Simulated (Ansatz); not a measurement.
Start from `CC[SiH]` and change one atom or group to get `C[CH2][GeH]`.

Ansatz, PBE0-D4/def2-TZVP geometries, multiplicity 1. 

Scalar relativity is left out up to krypton.

```csv
property,`CC[SiH]`
HOMO energy (B3LYP/def2-TZVPP) / eV,-6.08
size of the dipole moment (PBE/def2-TZVPP) / D,1.28
LUMO energy (B3LYP/def2-TZVPP) / eV,-2.66
LUMO energy (PBE/def2-TZVPP) / eV,-3.34
LUMO energy (ωB97M-V/def2-TZVPP) / eV,-0.49
size of the dipole moment (ωB97M-V/def2-TZVPP) / D,1.06
```

**Question.** Give the same properties after the change, and the shifts. (An estimate is asked.)

**Answer.** The calculation gave: 
| property | `C[CH2][GeH]` | shift |
| --- | --- | --- |
| HOMO energy (B3LYP/def2-TZVPP) / eV | -6.11 | -0.03 |
| size of the dipole moment (PBE/def2-TZVPP) / D | 0.90 | -0.38 |
| LUMO energy (B3LYP/def2-TZVPP) / eV | -2.78 | -0.12 |
| LUMO energy (PBE/def2-TZVPP) / eV | -3.38 | -0.04 |
| LUMO energy (ωB97M-V/def2-TZVPP) / eV | -0.55 | -0.06 |
| size of the dipole moment (ωB97M-V/def2-TZVPP) / D | 0.79 | -0.27 |

Dipoles are sizes alone; their direction can turn.

B3LYP here is the variant with VWN-RPA as its local correlation; programs differ in this.
